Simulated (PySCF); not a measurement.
Electronic absorption of C3H6BCl

C3H6BCl.
SMILES: `C1(CC1)BCl`

Computed with TDDFT PBE0/def2-SVPD, vertical, gas phase, core orbitals frozen in the response (PySCF 2.14.0, density-fitted response routines). Geometry: PBE0-D3(BJ)/def2-SVP, one conformer, isolated molecule. Torsions of this conformer, `[Cl:1][BH:2][CH:3]1[CH2:4][CH2:5]1`: Cl1–B2–C3–C4 33°.

```json
{"state": "S1", "E (eV)": "5.47", "ν̃ (cm⁻¹)": "44090", "f": "0.0001", "main configurations (H = HOMO, L = LUMO)": "H→L (98%)"}
{"state": "S2", "E (eV)": "6.48", "ν̃ (cm⁻¹)": "52250", "f": "0.205", "main configurations (H = HOMO, L = LUMO)": "H-1→L (97%)"}
{"state": "S3", "E (eV)": "6.55", "ν̃ (cm⁻¹)": "52800", "f": "0.0025", "main configurations (H = HOMO, L = LUMO)": "H-2→L (97%)"}
{"state": "S4", "E (eV)": "7.22", "ν̃ (cm⁻¹)": "58260", "f": "0.0009", "main configurations (H = HOMO, L = LUMO)": "H-4→L (99%)"}
{"state": "S5", "E (eV)": "7.52", "ν̃ (cm⁻¹)": "60620", "f": "0.050", "main configurations (H = HOMO, L = LUMO)": "H-3→L (95%)"}
{"state": "S6", "E (eV)": "7.92", "ν̃ (cm⁻¹)": "63840", "f": "0.0049", "main configurations (H = HOMO, L = LUMO)": "H→L+1 (96%)"}
{"state": "S7", "E (eV)": "8.05", "ν̃ (cm⁻¹)": "64900", "f": "0.0034", "main configurations (H = HOMO, L = LUMO)": "H-6→L (98%)"}
{"state": "S8", "E (eV)": "8.19", "ν̃ (cm⁻¹)": "66080", "f": "0.021", "main configurations (H = HOMO, L = LUMO)": "H-5→L (95%)"}
{"state": "S9", "E (eV)": "8.21", "ν̃ (cm⁻¹)": "66220", "f": "0.0083", "main configurations (H = HOMO, L = LUMO)": "H-1→L+1 (93%)"}
{"state": "S10", "E (eV)": "8.37", "ν̃ (cm⁻¹)": "67480", "f": "0.062", "main configurations (H = HOMO, L = LUMO)": "H→L+2 (88%)"}
```

Triplets, Tamm–Dancoff:

| state | E (eV) | λ (nm) | main configurations (H = HOMO, L = LUMO) |
| --- | --- | --- | --- |
| T1 | 5.02 | 246.7 | H→L (96%) |
| T2 | 5.55 | 223.5 | H-1→L (98%) |
| T3 | 6.21 | 199.8 | H-2→L (96%) |
| T4 | 6.40 | 193.6 | H-3→L (93%) |

The lowest singlet lies at 5.47 eV (227 nm, ultraviolet) and is dark (f under 0.0005); its leading configuration is HOMO→LUMO (98%). The strongest level in the table is S2 at 6.48 eV (191 nm, f = 0.205). Löwdin shares by element: HOMO chlorine 40%, boron 17%, hydrogen 11% or more, carbon 11% or more (atoms not listed hold the other 21%); LUMO boron 48%, chlorine 18%, carbon 10% or more, hydrogen 9% or more. Weighted by f, the mean energy of these states is 7.13 eV. Of the 10 states listed, 4 reach f = 0.01 and 1 stays under 0.0005. The listed states span 2.90 eV, and the widest gap between neighbours is 1.01 eV (S1 to S2). No computed singlet lies in the visible range (380 to 750 nm); the lowest, at 227 nm, stands 2.20 eV above its violet end (3.26 eV). All these states lie below the vertical ionisation energy of 10.45 eV (ΔSCF). The window holds the lowest 10 singlets.
